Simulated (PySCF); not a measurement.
[MoCl6]2-: Mo(IV) (d2), charge -2. The structure is a model geometry with rigid ligands and bond lengths from ionic radii, not a minimum; coordination octahedral, point group Oh, metal–donor distances 2.36 Å.

The d shell alone is too small an active space for [MoCl6]2- (an active orbital has only 0.60 squared overlap with the free ion's shell): its levels, fitted parameters, g values and moments show what this model gives and aren't sound predictions.

```
7

Mo    0.000    0.000    0.000
Cl    0.000    0.000    2.360
Cl    0.000    0.000   -2.360
Cl    2.360    0.000    0.000
Cl   -2.360    0.000    0.000
Cl    0.000    2.360    0.000
Cl    0.000   -2.360    0.000
```

Method (PySCF 2.14, density fitting): CASSCF(2,5) with orbitals averaged over all microstates of the shell, strongly contracted NEVPT2 on the averaged canonical orbitals; basis x2c-TZVPall on the metal, x2c-SVPall elsewhere; spin-free X2C; IEF-PCM water; spin-orbit coupling by state interaction with the mean-field operator over all roots.

Task: Which term lies lowest, and with what spin?

Result: 3T1g (S = 1, orbital degeneracy 3), with 2.0 electrons in the lower (t2g-type) set and 0.0 in the upper (eg-type) set, by NEVPT2.

Task: Where do the spin-allowed transitions within the shell lie?

Result: By NEVPT2: 3T2g at 27190 cm⁻¹ (368 nm); 3T1g at 32410 cm⁻¹ (309 nm); 3A2g at 54990 cm⁻¹. All are electric-dipole forbidden at this geometry.

Task: Which is the lowest state of another spin?

Result: 1T2g at 7878 cm⁻¹ by NEVPT2; CASSCF alone puts it at 9332 cm⁻¹ above the same ground state.

Task: What ligand-field parameters describe the result?

Result: At CASSCF level (the NEVPT2 levels don't fit a ligand-field model well): orbital energies 0, 0, 0, 25438, 25438 cm⁻¹; 10Dq = 25438 cm⁻¹; B = 601 cm⁻¹; C = 2440 cm⁻¹; B over its free-ion value at the same level 0.695; rms of the fit 459 cm⁻¹; ζ = 660 cm⁻¹ (free ion 885).

Task: What are the magnetic parameters?

Result: Degenerate or low-lying orbital states mix with the ground state, so no spin-only Hamiltonian applies. The lowest spin-orbit level is 2-fold; the next lies at 22.6 cm⁻¹. The two lowest states form a pseudo-doublet split by 0.000 cm⁻¹ with g_z = 0.00. μeff is 1.84 μB at 300 K and 0.87 μB at 10 K; the spin-only value is 2.83 μB.

Charge-transfer states lie outside this active space and may come lower than some of these levels. The ground state is orbitally degenerate in this regular structure, which would distort (Jahn–Teller), so its moment is that of the undistorted model. NEVPT2 on the d shell alone tends to put d–d bands too high for such charged or covalently bound ions.

The job took 30 s on one thread of Arm Neoverse V2 (shared host), with 171 basis functions, launched as `OMP_NUM_THREADS=1 python lf_run.py task.json out`.
